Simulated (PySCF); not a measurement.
## `Cn1cccc1Cl`, C5H6ClN

Geometry (Å), atoms numbered from 1 in this order:
```xyz
13

C    -1.914    0.022    0.360
N    -0.485    0.086    0.200
C     0.346   -0.964   -0.099
C     1.640   -0.496   -0.163
C     1.605    0.897    0.107
C     0.282    1.213    0.325
Cl   -0.444    2.719    0.699
H    -2.423    0.672   -0.367
H    -2.240   -1.013    0.199
H    -2.213    0.334    1.372
H    -0.059   -1.963   -0.242
H     2.523   -1.093   -0.383
H     2.437    1.596    0.142
```

The calculation used quadratic response B3LYP/def2-SVPD first hyperpolarisability, Taylor convention, gas phase in PySCF. Geometry: PBE0-D3(BJ)/def2-SVP.

(1) Give the tensor of the second harmonic β(−2ω;ω,ω) at 694.3 nm in the axes of these coordinates.

Results:

(1) In au, Taylor convention; rows are the first index (the induced dipole):
```csv
,xx,yy,zz,xy,xz,yz
x,+2.8,+9.9,+7.1,-0.2,+1.2,+3.5
y,+4.1,+72.2,+15.9,+26.1,+4.8,+3.1
z,+2.3,+3.8,+8.8,+6.1,+9.8,+23.0
```
Norm of βᵢ = ⅓ Σⱼ (βᵢⱼⱼ + βⱼᵢⱼ + βⱼⱼᵢ): 100.4 au, hyper-Rayleigh value 39.2 au.
